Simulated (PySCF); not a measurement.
Electronic absorption of Si(OAc)Cl3

Species: Si(OAc)Cl3, C2H3Cl3O2Si.
InChI=1S/C2H3Cl3O2Si/c1-2(6)7-8(3,4)5/h1H3

Method used: TDDFT B3LYP/def2-SVPD, vertical, gas phase, core orbitals frozen in the response in PySCF. Isolated species at its PBE0-D3(BJ)/def2-SVP geometry (one conformer only).

```csv
state,λ (nm),E (eV),f,"main configurations (H = HOMO, L = LUMO)"
S1,219.0,5.66,0.0008,H→L (97%)
S2,182.3,6.80,0.020,H→L+1 (98%)
S3,171.3,7.24,0.0000,H-1→L+1 (96%)
S4,166.9,7.43,0.0014,H-1→L (94%)
S5,164.9,7.52,0.017,H-2→L+1 (86%)
S6,163.9,7.57,0.033,H-3→L+1 (86%)
S7,162.4,7.63,0.0063,"H-3→L (43%), H-2→L (38%), H→L+2 (10%)"
S8,162.2,7.65,0.0016,"H→L+2 (39%), H-3→L (32%), H-2→L (15%)"
S9,161.7,7.67,0.081,"H→L+2 (48%), H-2→L (41%)"
S10,154.2,8.04,0.0083,"H→L+3 (74%), H-4→L (10%)"
```

Triplets (Tamm–Dancoff): T1 5.14 eV, H→L (96%); T2 6.23 eV, H-4→L (71%), H-2→L (13%); T3 6.71 eV, H→L+1 (95%); T4 6.85 eV, H-1→L+1 (92%).

The lowest singlet comes at 219 nm (546 kJ/mol) in the ultraviolet; it is very weak; its leading configuration is HOMO→LUMO (97%). The strongest level in the table is S9 at 7.67 eV (162 nm, f = 0.081). Löwdin shares by element: HOMO oxygen 75%, carbon 16%; LUMO carbon 43%, oxygen 40% (atoms not listed hold the other 17%). Orbital energies (eV): HOMO-3 -9.47, HOMO-2 -9.44, HOMO-1 -9.17, HOMO -8.45, LUMO -0.97, LUMO+1 -0.84, LUMO+2 0.10. Weighted by f, the mean energy of these states is 7.54 eV. The oscillator strengths of these states sum to 0.169; summed over the whole spectrum of an exact calculation they would give the number of electrons, 96 (Thomas–Reiche–Kuhn). Only the lowest 10 singlets were computed, as vertical energies without vibronic structure.
